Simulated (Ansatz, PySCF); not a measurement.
Process, species as SMILES: CCB(N)N [diaminoboranylethane] -> [CH2]B(N)N + [CH3] (CH3) (the C-C bond at the site shown breaks; other sites are not compared here)
Structures are relaxed separately at B3LYP-D3(BJ)/def2-TZVP in Ansatz (an electronic-structure program), one conformer each, not searched for the lowest.
Geometry of the first species:
```xyz
14

C      1.9339    -0.3855    -0.5848
C      0.9890     0.3923     0.3352
B     -0.5655     0.1044     0.1620
N     -1.4889     0.7970     0.9885
N     -1.0249    -0.8277    -0.8005
H      2.9805    -0.1317    -0.4037
H      1.8341    -1.4643    -0.4391
H      1.7288    -0.1746    -1.6376
H      1.2607     0.1966     1.3794
H      1.1569     1.4673     0.1985
H     -1.1946     1.4633     1.6795
H     -2.4863     0.6783     0.9485
H     -0.3994    -1.3339    -1.4002
H     -1.9933    -1.0495    -0.9541
```
Charge 0, spin multiplicity 1.

Property: bond dissociation energy (enthalpy at 298 K, with B3LYP-D3(BJ) rigid-rotor harmonic-oscillator terms from PySCF), in eV. Cores are frozen in the correlated levels unless marked. UHF or UKS for open shells. Spin-orbit coupling is left out. Non-relativistic unless marked X2C. CBS marks a two-point X^-3 extrapolation of the correlation energy; Hartree-Fock from the larger set.

```json
[
 {"level": "PBE-D4/def2-TZVPD", "program": "Ansatz + dftd4", "bond dissociation energy (eV)": "[?]"},
 {"level": "r2SCAN-D3(BJ)/def2-TZVPD", "program": "Ansatz + dftd3", "bond dissociation energy (eV)": "3.27"},
 {"level": "r2SCAN-D4/def2-TZVPD", "program": "Ansatz + dftd4", "bond dissociation energy (eV)": "3.26"},
 {"level": "B3LYP/def2-TZVPD", "program": "Ansatz", "bond dissociation energy (eV)": "[?]"},
 {"level": "BHLYP/def2-TZVPD", "program": "Ansatz", "bond dissociation energy (eV)": "[?]"},
 {"level": "r2SCANh-D4/def2-TZVPD", "program": "Ansatz + dftd4", "bond dissociation energy (eV)": "3.27"},
 {"level": "r2SCANh/def2-TZVPD", "program": "Ansatz", "bond dissociation energy (eV)": "3.24"},
 {"level": "LC-wPBE-D3(BJ)/def2-TZVPD", "program": "Ansatz + dftd3", "bond dissociation energy (eV)": "3.55"},
 {"level": "LC-wPBE-D4/def2-TZVPD", "program": "Ansatz + dftd4", "bond dissociation energy (eV)": "3.56"},
 {"level": "LC-wPBE/def2-TZVPD", "program": "Ansatz", "bond dissociation energy (eV)": "3.48"},
 {"level": "B2GP-PLYP-D3(BJ)/def2-TZVPD", "program": "Ansatz + dftd3", "bond dissociation energy (eV)": "[?]"},
 {"level": "B2PLYP-D3(BJ)/def2-TZVPD", "program": "Ansatz + dftd3", "bond dissociation energy (eV)": "3.50"},
 {"level": "RPA@PBE/cc-pVTZ", "program": "Ansatz", "bond dissociation energy (eV)": "3.52"},
 {"level": "SCS-MP2/STO-3G", "program": "Ansatz", "bond dissociation energy (eV)": "4.34"},
 {"level": "SCS-MP2/6-31G*", "program": "Ansatz", "bond dissociation energy (eV)": "3.64"},
 {"level": "SCS-MP2/cc-pVQZ", "program": "Ansatz", "bond dissociation energy (eV)": "3.74"},
 {"level": "CCSD/6-31G", "program": "Ansatz", "bond dissociation energy (eV)": "3.14"},
 {"level": "CCSD/6-31G*", "program": "Ansatz", "bond dissociation energy (eV)": "3.47"},
 {"level": "X2C-CCSD(T)/cc-pVTZ-DK", "program": "Ansatz", "bond dissociation energy (eV)": "3.58"},
 {"level": "CCSD(T)/CBS(cc-pVTZ,cc-pVQZ)", "program": "Ansatz", "bond dissociation energy (eV)": "3.64"}
]
```

Task: What belongs in the gaps?

Result: 
- PBE-D4/def2-TZVPD, bond dissociation energy (eV): 3.59
- B3LYP/def2-TZVPD, bond dissociation energy (eV): 3.28
- BHLYP/def2-TZVPD, bond dissociation energy (eV): 3.22
- B2GP-PLYP-D3(BJ)/def2-TZVPD, bond dissociation energy (eV): 3.53
